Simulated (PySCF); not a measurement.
C3H3F4, SMILES C(F)(F)C[C](F)F (connectivity only; charge and spin as stated), charge +1, multiplicity 1.

Geometry optimised at PBE0-D3(BJ)/def2-SVP. The spin state was assumed, not searched. The isomer is the one that the SMILES or the coordinates give; other isomers of the formula were not compared. One conformer was computed; it need not be the lowest.

Method: PySCF with SMD-B3LYP/def2-SVP.

Solvation free energies are E(SMD) − E(gas) at the gas-phase geometry, for 1 M in both phases.

Problem. Rank water, chloroform, acetone by solvation free energy, most negative first.

Solution. acetone (-68.7 kcal/mol), water (-67.8 kcal/mol), chloroform (-56.2 kcal/mol)
